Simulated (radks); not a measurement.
Excited configurations of the barium ion Ba2+: one electron is placed in a higher orbital outside [Kr] 4d10 5s2 5p5. The ground configuration is [Xe]. All-electron calculation, scalar-relativistic Kohn-Sham, PBE, spin-polarised, spherical densities, finite nucleus; open shells are filled with parallel spins first (spin-orbit coupling, left out, can overturn this in heavy ions); Fermi nuclear charge, rms radius 4.8378 fm. Program: a radial shooting solver on a logarithmic mesh with Libxc functionals. Excitation = E - E(ground); binding = E(ion) - E, where the ion is the core of charge +3; n* = 3/sqrt(2 binding) in atomic units, and the quantum defect is n - n*.

outer orbital  excitation (eV)  binding (eV)     n*  quantum defect  eigenvalue (eV)  <r> (bohr)
4f                      20.427        15.822  2.782           1.218           -9.592       1.667
5d                      17.656        18.592  2.566           2.434          -14.634       2.685
5f                      28.358         7.890  3.939           1.061           -6.344       5.896
6s                      19.023        17.226  2.666           3.334          -14.597       3.763
6p                      22.631        13.617  2.999           3.001          -11.508       4.453
6f                      30.940         5.308  4.803           1.197           -4.420       9.986
7p                      28.395         7.854  3.949           3.051           -6.750       7.895
7d                      30.458         5.790  4.599           2.401           -4.939       10.13

The Delta-SCF ionisation energy is 36.248 eV (NIST Atomic Spectra Database: 35.844 eV, measured). Self-interaction in the functional shifts the binding energies and quantum defects, so they are the method's values and not measured ones. Open shells are spherical and high-spin; term and fine-structure splittings are not resolved. Spin-orbit splitting is averaged out at the scalar-relativistic level.
